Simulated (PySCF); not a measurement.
Cu(NH3)2 (CuH₆N₂), SMILES [NH3]->[Cu+]<-[NH3], charge +1, multiplicity 1. Geometry: B3LYP-D3(BJ)/def2-SVP. The spin state was assumed, not searched.

Computed equilibrium geometry at B3LYP-D3(BJ)/def2-SVP (PySCF confirms it by a frequency run) as a Z-matrix, and its point group:
point group D3.
```
Cu
N 1 1.9385
H 2 1.0258 1 112.70
H 2 1.0258 3 106.06 1 123.76
H 2 1.0258 3 106.06 4 112.49
N 1 1.9385 4 157.93 2 180.00
H 6 1.0258 1 112.70 4 86.89
H 6 1.0258 7 106.06 1 -123.76
H 6 1.0258 7 106.06 8 -112.49
```
Charge +1, spin multiplicity 1.
